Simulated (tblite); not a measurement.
Compound: C₈H₇ClSi.
Geometry (GFN2-xTB, Å), atoms numbered from 1 in this order:
```
atom  x, y, z in Å
Si1    2.535   -0.852    0.132
C2     0.679   -0.515    0.127
C3    -0.281   -1.509    0.495
C4    -1.626   -1.265    0.490
Cl5   -2.720   -2.528    0.948
C6    -2.192   -0.009    0.123
C7    -1.281    0.924   -0.223
C8     0.121    0.672   -0.220
C9     0.335    2.088   -0.682
C10   -0.986    2.328   -0.686
H11    3.054   -0.648   -1.222
H12    3.179    0.083    1.057
H13    2.758   -2.232    0.563
H14    0.074   -2.486    0.786
H15   -3.261    0.134    0.134
H16    1.215    2.658   -0.913
H17   -1.610    3.169   -0.920
```

Computed values, GFN2-xTB/tblite, gas phase, harmonic and unscaled. Errors from tens to a few hundred cm⁻¹ against measured bands are possible. Modes of hydrogen on silicon can be 10 to 20 % off. The optimisation stopped once no atom felt more than 0.01 eV/Å.

Lowest wavenumbers of the output (negative numbers stand for imaginary wavenumbers):
```
mode    cm-1
  1     -43.6
  2     116.6
  3     133.0
  4     134.3
  5     234.9
  6     252.6
  7     292.0
  8     358.7
```

**Question.** Is this structure a minimum?

**Answer.** Not by this Hessian. 1 mode is imaginary beyond 20i (44i cm⁻¹), so at this level the point lies at or near a first-order saddle. The curvature is small, so loose convergence or finite differences may be the whole cause.

**Question.** Which atoms move in the imaginary mode?

**Answer.** 44i: H12 (Si–H hydrogen) 34 %, H11 (Si–H hydrogen) 34 %, H13 (Si–H hydrogen) 31 %. These are shares of the mass-weighted motion.

**Question.** What is the remedy?

**Answer.** Step along that mode in both directions, optimise again with tighter thresholds and repeat the frequencies. The zero-point energy of this point (70.0 kcal/mol) counts the 44 real modes alone, and thermal corrections from it aren't those of a minimum.
